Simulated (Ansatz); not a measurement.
Calculated with Ansatz (gas phase, PBE0-D4/def2-TZVP geometries, no zero-point term in ΔE). CBS: MP2 limit from def2 TZ/QZ plus the TZ coupled-cluster correction, frozen cores. This one scheme is used for every species. DFT in def2-TZVPP. B3LYP here is the variant with VWN-RPA as its local correlation; programs differ in this. Each species was taken in one conformer, which may not be the lowest.

`C#CBO` + H₂O → `OBO` + `C#C`  (formal hydrolysis of a B–C bond)

`C#CBO`:

Cartesian coordinates in Å:
```
C 1.545 -0.457 0.843
C 0.619 -0.008 0.213
B -0.547 0.571 -0.590
O -1.764 -0.013 -0.582
H 2.366 -0.850 1.397
H -0.418 1.558 -1.249
H -1.801 -0.802 -0.032
```

H₂O:

Cartesian coordinates in Å:
```
O -0.131 0.006 -0.366
H 0.127 -0.761 0.150
H 0.004 0.755 0.217
```

`OBO`:

Z-matrix (Å, degrees):
```
B
O 1 1.353
O 1 1.364 2 119.3
H 1 1.198 2 118.4 3 180.0
H 2 0.963 1 112.3 3 0.0
H 3 0.958 1 113.2 2 180.0
```

`C#C`:

```xyz
4

C    -0.461   -0.300   -0.236
C     0.461    0.300    0.236
H    -1.282   -0.834   -0.655
H     1.282    0.834    0.655
```

```tsv
level	ΔE (kcal/mol)	difference from CCSD(T)/CBS
PBE-D4	-18.9	1.2
r2SCAN-D4	-20.5	-0.4
PBE0-D4	-19.8	0.3
B3LYP-D4	-20.6	-0.5
ωB97X-V	-21.4	-1.3
ωB97M-V	-21.5	-1.4
B2PLYP	-21.2	-1.1
PBE	-19.3	0.8
r2SCAN	-20.6	-0.5
PBE0	-20.1	0.0
B3LYP	-21.2	-1.1
HF/def2-TZVPP	-23.5	-3.4
MP2/def2-TZVPP	-20.5	-0.4
SCS-MP2/def2-TZVPP	-20.9	-0.8
CCSD/def2-TZVPP	-21.4	-1.3
CCSD(T)/def2-TZVPP	-20.9	-0.8
HF/def2-QZVPP	-23.4	-3.3
MP2/def2-QZVPP	-20.0	0.1
SCS-MP2/def2-QZVPP	-20.5	-0.4
HF/CBS(def2)	-23.3	-3.2
MP2/CBS(def2)	-19.7	0.4
CCSD/CBS(def2)	-20.6	-0.5
CCSD(T)/CBS	-20.1	0
```

Largest T1 diagnostic among the species: 0.015.

In def2-TZVPP, CCSD(T) changes the Hartree–Fock value by +2.5 kcal/mol (the triples alone add +0.5 kcal/mol) and MP2 by +3.0 kcal/mol. From PBE to PBE0 (25 % exact exchange), in def2-TZVPP and without D4, ΔE moves by −0.8 kcal/mol.
